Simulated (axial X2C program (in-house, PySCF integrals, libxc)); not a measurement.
Testing model relations on BrF⁻

A bond curve at the PBE0 level, 2c, was computed with an in-house all-electron X2C program for linear molecules (integrals from PySCF) (basis Br dyall-acv3z [9s10p7d5f1g], F dyall-av3z [7s6p3d2f] (cores contracted in-house)) for the state Ω = 1/2 (⟨Sz⟩ = 0.49, ⟨Lz⟩ = 0.01 at PBE0). Its fit gives Re = 2.2889 Å, ωe = 277.3 cm⁻¹, ωexe = 2.81 cm⁻¹ and αe = 2.398e-03 cm⁻¹; the masses are 78.9183 and 18.9984 u. Two-component means X2C with spin–orbit coupling and atomic mean-field Coulomb and Gaunt terms.

(1) Find the reduced mass, Be and the force constant.

(2) Where do the fundamental and the first overtone lie?

(3) A Morse curve ties αe to the other constants (Pekeris). How well does that hold?

(4) Estimate De from a Morse curve and compare with the computed well depth of 1.667 eV to Br- + F.

(5) Estimate the centrifugal constant by the Kratzer relation.

Occupations by symmetry block were frozen at the best pattern of an incomplete PBE0 search. Dissociation energies refer to the lowest single-determinant-based atoms at the same level and basis. Density functionals use the spin component along the axis (collinear). In 2c an atomic determinant is not the ground J level, so De misses part of the atomic spin–orbit lowering. This holds for PBE0. Without a current term, density functionals place determinants with orbital angular momentum somewhat too high.

Answers

(1) From the PBE0 values: μ = 15.3122 u. Be = 16.8576/(μ Re²) = 0.2101 cm⁻¹. k = 5.8918×10⁻⁷ μ ωe² = 0.694 mdyn/Å.

(2) ν(1←0) = ωe − 2ωexe = 271.7 cm⁻¹; ν(2←0) = 2ωe − 6ωexe = 537.7 cm⁻¹.

(3) αe(Morse) = 6Be²/ωe × (√(ωexe/Be) − 1) = 2.538e-03 cm⁻¹; the PBE0 curve gives 2.398e-03 cm⁻¹, a ratio of 1.06.

(4) De(Morse) = ωe²/(4ωexe) = 0.848 eV against 1.667 eV computed, a ratio of 0.51. The extrapolation falls short: long-range attraction (ionic or ion–induced dipole) or a change of character along the curve can cause this.

(5) D = 4Be³/ωe² = 4.83e-07 cm⁻¹.
